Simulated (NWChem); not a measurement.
System: CaO; SMILES [O]=[Ca]

Input file for NWChem:

```
start job
memory heap 200 mb stack 900 mb global 1100 mb
geometry units angstroms noautosym nocenter noautoz
  Ca     0.000000     0.000000    -0.622636
  O      0.000000     0.000000     1.413507
end
basis spherical
  Ca library def2-tzvp
  O library def2-tzvp
end
dft
  xc pbe0
  iterations 150
end
property
  efieldgrad
end
task dft property
```

Structure relaxed at the B3LYP/6-31G* (spherical d) level.

Vzz is the largest principal value of the second derivative of the potential at the nucleus (NWChem prints the opposite sign); η is the asymmetry. Non-relativistic.

Atoms are numbered as in the input.

### Question
Predict the main results of this run. (PBE0/def2-TZVP.) Quantities: Vzz Ca1 (a.u.); η Ca1; Vzz O2 (a.u.); η O2.

### Answer
| Quantity | Value |
|---|---|
| Vzz Ca1 (a.u.) | -0.242 |
| η Ca1 | 0.00 |
| Vzz O2 (a.u.) | 0.298 |
| η O2 | 0.00 |
